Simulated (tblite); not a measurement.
Isomers of C6H6FNO. Computed with GFN2-xTB (tblite): harmonic, unscaled wavenumbers at the GFN2-xTB geometry, gas phase. The method is semi-empirical: single wavenumbers can be off by several per cent or more. One conformer each.

Electronic energies: GFN2-xTB at the same geometries; isomer energies are rough at this level and their order can be wrong.

```json
{"SMILES": "CO/C=C1/C[C@]1(F)C#N", "electronic energy, lowest = 0 (kJ/mol)": "259.7"}
{"SMILES": "C=C(CF)c1cocn1", "electronic energy, lowest = 0 (kJ/mol)": "46.1"}
{"SMILES": "N#C[C@@H]1C=C(F)OCC1", "electronic energy, lowest = 0 (kJ/mol)": "97.0"}
{"SMILES": "CC(=O)/C(=C\\C#N)CF", "electronic energy, lowest = 0 (kJ/mol)": "178.5"}
{"SMILES": "CC1=CC[C@@](F)(C#N)O1", "electronic energy, lowest = 0 (kJ/mol)": "114.5"}
{"SMILES": "Cn1c(F)ccc1C=O", "electronic energy, lowest = 0 (kJ/mol)": "0.0"}
```

Question: How do GFN2-xTB zero-point energies change the relative energies?

Answer: 
```tsv
SMILES	ZPE (kJ/mol)	of it from modes above 1550 cm⁻¹	electronic (kJ/mol)	with ZPE, lowest = 0 (kJ/mol)	lowest mode (cm⁻¹)	rings
Cn1c(F)ccc1C=O	285.6	128.4	0.0	0.0	80	1
C=C(CF)c1cocn1	285.2	130.3	46.1	45.7	44	1
N#C[C@@H]1C=C(F)OCC1	288.7	132.4	97.0	100.1	79	1
CC1=CC[C@@](F)(C#N)O1	282.5	134.0	114.5	111.4	71	1
CC(=O)/C(=C\C#N)CF	278.2	142.0	178.5	171.0	20	0
CO/C=C1/C[C@]1(F)C#N	279.2	133.9	259.7	253.3	73	1
```

The zero-point energies span 10.5 kJ/mol, from `CC(=O)/C(=C\C#N)CF` to `N#C[C@@H]1C=C(F)OCC1`. The order is unchanged.

Question: What do entropy and thermal enthalpy add at 298.15 K and 1 bar (rigid rotor, harmonic oscillator, one conformer each)?

Answer: 
```
               SMILES  point group  symmetry number  S (J/(mol K))  H − H(0) (kJ/mol)  ZPE + H − H(0) − TS (kJ/mol)
       Cn1c(F)ccc1C=O           Cs                1          376.0              24.50                         198.0
       C=C(CF)c1cocn1           Cs                1          380.1              23.81                         195.7
 N#C[C@@H]1C=C(F)OCC1           C1                1          367.8              23.25                         202.3
CC1=CC[C@@](F)(C#N)O1           C1                1          382.2              25.25                         193.8
 CO/C=C1/C[C@]1(F)C#N           C1                1          393.7              26.75                         188.6
```

Not tabulated: `CC(=O)/C(=C\C#N)CF` (lowest mode only 20 cm⁻¹).
